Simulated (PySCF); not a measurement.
PySCF input (TPSSh/def2-TZVPD):

```python
from pyscf import gto, scf, dft

mol = gto.M(
    atom='''
    C     1.39029172    0.60540425   -0.99050038
    Si   -0.07665276   -0.11884377   -0.03444433
    O    -0.77155695   -1.40943049   -0.56885293
    O    -1.12664399    1.21745901    0.07024429
    O     0.57383275   -0.30194342    1.52840228
    H     1.09233027    0.87291274   -2.00794995
    H     1.77634366    1.50590952   -0.50237936
    H     2.20490130   -0.12118678   -1.05392083
    H    -2.01083176    0.87865130   -0.09959596
    H     0.26359042   -1.15358031    1.85071996
    ''',
    basis='def2-tzvpd',
    charge=-1,
    spin=0,
    verbose=4,
)

mf = dft.RKS(mol, xc='tpssh').density_fit(auxbasis='def2-universal-jkfit')
mf.grids.level = 3
mf.conv_tol = 1e-9
mf.max_cycle = 100
mf.max_memory = 1500
mf.kernel()
if not mf.converged:
    mf = mf.newton()
    mf.kernel(mf.make_rdm1())
mf.analyze()
```

End of the output:

```
Extra cycle  E= -556.624790988074  delta_E= 8.38e-11  |g|= 2.55e-05  |ddm|= 2.93e-05
converged SCF energy = -556.624790988074
**** SCF Summaries ****
Total Energy =                        -556.624790988073642
Nuclear Repulsion Energy =             249.247925276190159
One-electron Energy =                -1274.319696526185908
Two-electron Energy =                  468.446980261922135
Two-electron Coulomb Energy =          522.865905569849929
DFT Exchange-Correlation Energy =      -54.418925307927786
HOMO-LUMO gap [eV] =                     4.403999548508142
**** MO energy ****
MO #1   energy= -65.7834359827714  occ= 2
MO #2   energy= -18.8579322629307  occ= 2
MO #3   energy= -18.8579317513203  occ= 2
MO #4   energy= -18.7638563924674  occ= 2
MO #5   energy= -9.9185011619946   occ= 2
MO #6   energy= -5.0083851868096   occ= 2
MO #7   energy= -3.35721961591368  occ= 2
MO #8   energy= -3.35640634766546  occ= 2
MO #9   energy= -3.35401104924405  occ= 2
MO #10  energy= -0.791392765312565 occ= 2
MO #11  energy= -0.774171883542404 occ= 2
MO #12  energy= -0.648890316716773 occ= 2
MO #13  energy= -0.50194281035661  occ= 2
MO #14  energy= -0.327226802208763 occ= 2
MO #15  energy= -0.274976274602551 occ= 2
MO #16  energy= -0.218736827204127 occ= 2
MO #17  energy= -0.214304941326438 occ= 2
MO #18  energy= -0.198736731872715 occ= 2
MO #19  energy= -0.169305102583284 occ= 2
MO #20  energy= -0.167444546064561 occ= 2
MO #21  energy= -0.110305775189451 occ= 2
MO #22  energy= -0.102549565848108 occ= 2
MO #23  energy= -0.0872475532274967 occ= 2
MO #24  energy= -0.0362245403650413 occ= 2
MO #25  energy= -0.0360887551024883 occ= 2
MO #26  energy= 0.125755244511176  occ= 0
MO #27  energy= 0.15279283104582   occ= 0
MO #28  energy= 0.155157918834418  occ= 0
MO #29  energy= 0.173291149962478  occ= 0
MO #30  energy= 0.197271024531968  occ= 0
MO #31  energy= 0.198524264552783  occ= 0
MO #32  energy= 0.20120290862942   occ= 0
MO #33  energy= 0.203196084196275  occ= 0
MO #34  energy= 0.217419792776249  occ= 0
MO #35  energy= 0.237617661491333  occ= 0
MO #36  energy= 0.245789367056538  occ= 0
MO #37  energy= 0.247935545590542  occ= 0
MO #38  energy= 0.262770505050525  occ= 0
MO #39  energy= 0.266647183306541  occ= 0
MO #40  energy= 0.266689411168961  occ= 0
MO #41  energy= 0.275133157224417  occ= 0
MO #42  energy= 0.291008847494833  occ= 0
MO #43  energy= 0.291598027269292  occ= 0
MO #44  energy= 0.299355784759446  occ= 0
MO #45  energy= 0.321105501680842  occ= 0
MO #46  energy= 0.324376321834574  occ= 0
MO #47  energy= 0.362757467033738  occ= 0
MO #48  energy= 0.373953385834234  occ= 0
MO #49  energy= 0.375203384649453  occ= 0
MO #50  energy= 0.387843121918442  occ= 0
MO #51  energy= 0.394404649962682  occ= 0
MO #52  energy= 0.39579693415045   occ= 0
MO #53  energy= 0.402665950114845  occ= 0
MO #54  energy= 0.40537515234577   occ= 0
MO #55  energy= 0.407998112752124  occ= 0
MO #56  energy= 0.422981856908919  occ= 0
MO #57  energy= 0.424585713002352  occ= 0
MO #58  energy= 0.42967139722636   occ= 0
MO #59  energy= 0.434572679287556  occ= 0
MO #60  energy= 0.450717917449865  occ= 0
MO #61  energy= 0.451319003854915  occ= 0
MO #62  energy= 0.45881606659927   occ= 0
MO #63  energy= 0.466733622774605  occ= 0
MO #64  energy= 0.477390889610598  occ= 0
MO #65  energy= 0.486843519146458  occ= 0
MO #66  energy= 0.496755048512281  occ= 0
MO #67  energy= 0.500456314196385  occ= 0
MO #68  energy= 0.520228292431594  occ= 0
MO #69  energy= 0.525507599089286  occ= 0
MO #70  energy= 0.537001253241714  occ= 0
MO #71  energy= 0.546905986875845  occ= 0
MO #72  energy= 0.547820271345024  occ= 0
MO #73  energy= 0.570480917783303  occ= 0
MO #74  energy= 0.590674273220666  occ= 0
MO #75  energy= 0.591854462319223  occ= 0
MO #76  energy= 0.598584174452737  occ= 0
MO #77  energy= 0.618751045109435  occ= 0
MO #78  energy= 0.631229594066665  occ= 0
MO #79  energy= 0.63448033797345   occ= 0
MO #80  energy= 0.655704141169572  occ= 0
MO #81  energy= 0.66369291386186   occ= 0
MO #82  energy= 0.665477742411898  occ= 0
MO #83  energy= 0.682009312897779  occ= 0
MO #84  energy= 0.691203139583369  occ= 0
MO #85  energy= 0.727478391480144  occ= 0
MO #86  energy= 0.736285327007079  occ= 0
MO #87  energy= 0.752199406103651  occ= 0
MO #88  energy= 0.761542163420065  occ= 0
MO #89  energy= 0.788138555615149  occ= 0
MO #90  energy= 0.801138646787062  occ= 0
MO #91  energy= 0.805849302667009  occ= 0
MO #92  energy= 0.818689302155799  occ= 0
MO #93  energy= 0.820408547138689  occ= 0
MO #94  energy= 0.827488184171705  occ= 0
MO #95  energy= 0.838622879262792  occ= 0
MO #96  energy= 0.863889602217378  occ= 0
MO #97  energy= 0.867717606911857  occ= 0
MO #98  energy= 0.883840683716896  occ= 0
MO #99  energy= 0.88920088737706   occ= 0
MO #100 energy= 0.903262822384144  occ= 0
MO #101 energy= 0.904298326139302  occ= 0
MO #102 energy= 0.950881595550245  occ= 0
MO #103 energy= 0.972949896201494  occ= 0
MO #104 energy= 0.974425987715477  occ= 0
MO #105 energy= 0.983110925849035  occ= 0
MO #106 energy= 0.996233563191581  occ= 0
MO #107 energy= 1.03235108176248   occ= 0
[...]
```

It need not be the lowest isomer of its formula. Whether it binds its extra electron was not tested at this geometry.
